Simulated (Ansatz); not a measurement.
Z-matrix (Å, degrees):
```
C
H 1 1.0911
C 1 1.4250 2 123.51
H 3 1.0874 1 124.24 2 0.00
C 3 1.4050 4 123.72 1 180.00
H 5 1.0893 3 125.73 4 0.00
C 1 1.4617 2 121.76 3 180.00
H 7 1.1055 1 113.03 2 59.70
H 7 1.1055 8 105.22 1 123.80
S 5 1.6862 6 120.12 3 180.00
```
Charge +2, spin multiplicity 2.

Computed with frozen-core CCSD(T)/cc-pVTZ // B3LYP-D3(BJ)/def2-TZVP run with Ansatz (a program for electronic structure).

| Item | Value |
|---|---|
| HF energy | -551.19794 Ha |
| MP2 correlation energy | -0.71474 Ha |

### Question
Estimate the CCSD correlation energy, the (T) correction, the total energy and the T1 diagnostic.

### Answer

The CCSD correlation energy is -0.77334 Ha, the (T) correction comes out as -0.03959 Ha and the CCSD(T) total energy is -552.01087 Ha. The T1 diagnostic is 0.034.
